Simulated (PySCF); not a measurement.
BrH2O2Sb, SMILES [Sb]([OH])([Br])[OH].

The structure is a stationary point at B3LYP-D3(BJ)/def2-SVP. The structure was generated by enumeration; whether it is a known compound was not checked. The def2 effective core potentials stand for the cores of Sb; spin–orbit coupling is left out. Other conformers were not sampled.

Computed with TDA-PBE/def2-SVPD (PySCF).

Vertical excitations. Gas-phase values at a fixed geometry.

Computed UV-visible absorptions:
```csv
state,energy (eV),λ (nm),f,main pairs
S1,4.65,267,0.007,"HOMO→LUMO 51 %, HOMO−1→LUMO 41 %"
S2,4.70,264,0.011,"HOMO−1→LUMO 55 %, HOMO→LUMO 36 %"
S3,4.90,253,0.007,HOMO−2→LUMO 82 %
S4,5.19,239,0.001,"HOMO−1→LUMO+1 82 %, HOMO−3→LUMO 13 %"
S5,5.24,236,0.008,HOMO→LUMO+1 77 %
S6,5.50,225,0.015,"HOMO−3→LUMO 36 %, HOMO−2→LUMO+1 21 %, HOMO−1→LUMO+2 10 %, HOMO→LUMO+2 8 %"
S7,5.61,221,0.020,"HOMO−2→LUMO+1 60 %, HOMO→LUMO+2 12 %"
S8,5.72,217,0.003,"HOMO−1→LUMO+2 49 %, HOMO→LUMO+2 43 %"
S9,5.97,208,0.002,HOMO−3→LUMO+1 78 %
S10,6.00,207,0.030,"HOMO−4→LUMO 38 %, HOMO→LUMO+2 20 %, HOMO−1→LUMO+2 17 %, HOMO−3→LUMO+1 8 %"
T1,4.14,300,0,HOMO→LUMO 88 %
T2,4.30,289,0,HOMO−1→LUMO 93 %
T3,4.56,272,0,HOMO−2→LUMO 91 %
T4,4.82,257,0,HOMO→LUMO+1 91 %
```
Triplets are in the Tamm–Dancoff approximation.
